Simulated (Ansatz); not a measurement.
`[NH2][Cd][Br]` + silanol → `[NH2][Cd][O][SiH3]` + HBr at 500 K and 1 bar (ligand exchange at a Cd–Br bond).

Computed with Ansatz on PBE0-D4/def2-TZVP structures; ΔE is electronic, products minus reactants. CBS: MP2 limit from def2 TZ/QZ plus the TZ coupled-cluster correction, frozen cores. Elements past krypton have def2 core potentials. For Br, Cd outer-core shells are correlated without core-valence functions, which leaves a few kJ/mol of doubt a bond. Scalar relativity is left out up to krypton. One conformer a species, not always the lowest.

```tsv
species	CCSD(T)/CBS energy (Eh)	H − E (kJ/mol)	S (J/(mol·K))
`[NH2][Cd][Br]`	-2796.98951	97.7	354.4
`O[SiH3]`	-366.69042	127.5	292.9
`[NH2][Cd][O][SiH3]`	-589.71637	187.7	441.3
HBr	-2573.91920	30.5	213.7
```

H − E and S are ideal-gas, rigid-rotor, harmonic terms from PBE0-D4/def2-TZVP, for one conformer and one mirror image of each species. 1 Eh = 2625.50 kJ/mol, R = 8.31446 J/(mol·K).

By hand: ΔE, ΔH, ΔS and ΔG.

ΔE = (-589.71637) + (-2573.91920) − (-2796.98951) − (-366.69042) = 0.04436 Eh = 116.5 kJ/mol. Δ(H − E) = 187.7 + 30.5 − 97.7 − 127.5 = -7.0, so ΔH = 109.5 kJ/mol. ΔS = 441.3 + 213.7 − 354.4 − 292.9 = 7.7 J/(mol·K). ΔG = 109.5 − 500 × (7.7)/1000 = 105.7 kJ/mol.

By hand: the equilibrium constant, and the temperature at which ΔG would vanish if ΔH and ΔS stayed fixed.

log₁₀ K = −ΔG/(RT ln 10) = -11.0. ΔG = 0 at ΔH/ΔS = 14221 K, far beyond where these terms or the molecules hold.

The number of gas molecules stays the same, so ΔS is small and ΔH decides. A doubt of 5 kJ/mol in ΔE shifts log₁₀ K by 0.5 here. Other conformers and mirror images would add mixing entropy, several J/(mol·K) or more a flexible species. Modes under 60 cm⁻¹, often nearly free rotors, make the harmonic entropy too high. These are equilibria of isolated gas molecules and say nothing of rates. Largest T1 diagnostic: 0.015 (customary marks: 0.02 for closed shells, 0.045 for open ones).
